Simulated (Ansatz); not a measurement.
Computed with Ansatz on PBE0-D4/def2-TZVP structures; ΔE is electronic, products minus reactants. CBS: MP2 limit from def2 TZ/QZ plus the TZ coupled-cluster correction, frozen cores. DFT in def2-TZVPP. For Ge outer-core shells are correlated without core-valence functions, which leaves a few kJ/mol of doubt a bond. Scalar relativity is left out up to krypton. Each species was taken in one conformer, which may not be the lowest.

Consider the ligand exchange at a Ge–N bond: `C=C[N]([GeH3])[SiH2]Cl` + `OCBCl` → `ClBC[O][GeH3]` + `C=CN[SiH2]Cl`.

`C=C[N]([GeH3])[SiH2]Cl`:

Cartesian coordinates in Å:
```
C 1.382 -1.726 -0.112
C 0.153 -1.241 -0.281
N -0.252 0.087 -0.161
Ge 1.020 1.371 0.301
Si -1.922 0.476 -0.216
Cl -2.818 0.419 1.642
H 1.567 -2.781 -0.258
H 2.230 -1.111 0.168
H -0.646 -1.927 -0.557
H 1.646 1.007 1.654
H 2.092 1.407 -0.797
H 0.243 2.689 0.380
H -2.083 1.858 -0.711
H -2.613 -0.530 -1.052
```

`OCBCl`:

Cartesian coordinates in Å:
```
O -1.103 -0.857 -0.741
C -0.282 -0.508 0.344
B 0.699 0.682 0.197
Cl 0.767 1.580 -1.303
H -0.924 -0.247 -1.464
H 0.323 -1.378 0.653
H -0.902 -0.293 1.233
H 1.422 1.021 1.081
```

`ClBC[O][GeH3]`:

```xyz
11

Cl   -0.269   -3.103    1.096
B    -0.572   -1.624    0.216
C    -0.370   -0.261    0.951
O    -0.659    0.895    0.191
Ge    0.567    1.464   -0.968
H    -0.940   -1.722   -0.913
H     0.636   -0.225    1.406
H    -1.048   -0.264    1.820
H     1.835    1.849   -0.181
H     0.898    0.327   -1.955
H    -0.077    2.665   -1.664
```

`C=CN[SiH2]Cl`:

Z-matrix (Å, degrees):
```
Si
Cl 1 2.062
N 1 1.712 2 114.0
H 1 1.477 2 106.8 3 118.7
H 1 1.478 2 106.3 3 -119.1
C 3 1.387 1 125.4 2 -80.1
H 3 1.010 1 119.0 2 86.3
C 6 1.330 3 126.2 1 169.0
H 6 1.087 3 113.8 1 -11.9
H 8 1.080 6 120.2 3 178.6
H 8 1.085 6 122.0 3 -1.3
```

```json
{"level": "r2SCAN-D4", "ΔE (kJ/mol)": "-7.2", "difference from CCSD(T)/CBS": "-7.4"}
{"level": "ωB97X-V", "ΔE (kJ/mol)": "-8.5", "difference from CCSD(T)/CBS": "-8.7"}
{"level": "B2PLYP", "ΔE (kJ/mol)": "-11.8", "difference from CCSD(T)/CBS": "-12.0"}
{"level": "r2SCAN", "ΔE (kJ/mol)": "-8.8", "difference from CCSD(T)/CBS": "-9.0"}
{"level": "PBE0", "ΔE (kJ/mol)": "-7.7", "difference from CCSD(T)/CBS": "-7.9"}
{"level": "CCSD/def2-TZVPP", "ΔE (kJ/mol)": "-6.0", "difference from CCSD(T)/CBS": "-6.2"}
{"level": "HF/def2-QZVPP", "ΔE (kJ/mol)": "-27.5", "difference from CCSD(T)/CBS": "-27.7"}
{"level": "HF/CBS(def2)", "ΔE (kJ/mol)": "-27.6", "difference from CCSD(T)/CBS": "-27.8"}
{"level": "MP2/CBS(def2)", "ΔE (kJ/mol)": "3.6", "difference from CCSD(T)/CBS": "3.4"}
{"level": "CCSD/CBS(def2)", "ΔE (kJ/mol)": "-3.3", "difference from CCSD(T)/CBS": "-3.5"}
{"level": "CCSD(T)/CBS", "ΔE (kJ/mol)": "0.2", "difference from CCSD(T)/CBS": "0"}
```

Largest T1 diagnostic among the species: 0.012.

In def2-TZVPP, CCSD(T) changes the Hartree–Fock value by +24.8 kJ/mol (the triples alone add +3.5 kJ/mol) and MP2 by +28.3 kJ/mol. The D4 term adds +10.6 kJ/mol with B3LYP and +5.7 kJ/mol with PBE0; it sums over pairs of atoms, weighted by their polarisabilities, and B3LYP, whose exchange is more repulsive, gets the larger term.

CCSD(T)/CBS has its own doubt, a few kJ/mol and more with outer-core shells, so smaller differences from it don't rank the levels.

B3LYP here is the variant with VWN-RPA as its local correlation; programs differ in this.
